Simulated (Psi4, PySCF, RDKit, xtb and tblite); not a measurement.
Conformational energy of SMILES C/C=C\c1ccco1 (C7H8O). Scanned: dihedral C2–C3–C4–O8; all other coordinates were relaxed at GFN2-xTB. Points at φ and −φ are mirror images.

Atom numbering (GFN2-xTB optimised geometry, Å):
```
16

C     -2.1015    -1.1048     0.3382
C     -2.0278     0.3672     0.1044
C     -0.9041     1.0617    -0.0923
C      0.4383     0.5430    -0.1184
C      1.6195     1.2224    -0.3084
C      2.6496     0.2608    -0.2469
C      2.0314    -0.9322    -0.0255
O      0.7017    -0.7742     0.0534
H     -3.1266    -1.4197     0.5132
H     -1.4933    -1.3872     1.1965
H     -1.7094    -1.6472    -0.5218
H     -2.9674     0.9014     0.0938
H     -0.9552     2.1295    -0.2536
H      1.7289     2.2754    -0.4704
H      3.7016     0.4311    -0.3525
H      2.4143    -1.9271     0.0904
```

Levels of theory: UFF // GFN2-xTB (RDKit); MMFF94 // GFN2-xTB (RDKit); PBE/def2-SVP // GFN2-xTB (Psi4); RKS-M06-2X/6-31G* = restricted M06-2X/6-31G*, spherical d, density fitting // GFN2-xTB (PySCF 2.14.0); GFN2-xTB (xtb and tblite); PBE-D3(BJ)/def2-SVP // GFN2-xTB (Psi4).

Energies in kcal/mol, each method relative to its own lowest point.

```
φ / °  UFF  MMFF94  PBE/def2-SVP  RKS-M06-2X/6-31G*  GFN2-xTB  PBE-D3(BJ)/def2-SVP
-----  ---  ------  ------------  -----------------  --------  -------------------
-150   2.0     1.4           1.6                0.3       0.9                  1.4
-120   3.7     2.7           4.6                2.5       3.0                  4.5
-90    5.4     3.9           6.9                4.4       4.7                  6.8
-60    2.4     2.0           5.0                3.2       3.3                  5.0
-30    0.0     0.3           1.5                0.8       0.8                  1.5
0      0.7     0.0           0.0                0.0       0.0                  0.0
30     0.0     0.3           1.5                0.8       0.8                  1.5
60     2.4     2.0           5.0                3.2       3.3                  5.0
90     5.4     3.9           6.9                4.4       4.7                  6.8
120    3.7     2.7           4.6                2.5       3.0                  4.5
150    2.0     1.4           1.6                0.3       0.9                  1.4
180    0.8     1.7           0.7                0.0       0.6                  0.4
```

Root-mean-square difference from the PBE-D3(BJ)/def2-SVP profile, itself a level with limits, after the best constant shift (kcal/mol): UFF 1.1, MMFF94 1.3, PBE/def2-SVP 0.1, RKS-M06-2X/6-31G* 0.8, GFN2-xTB 0.7.
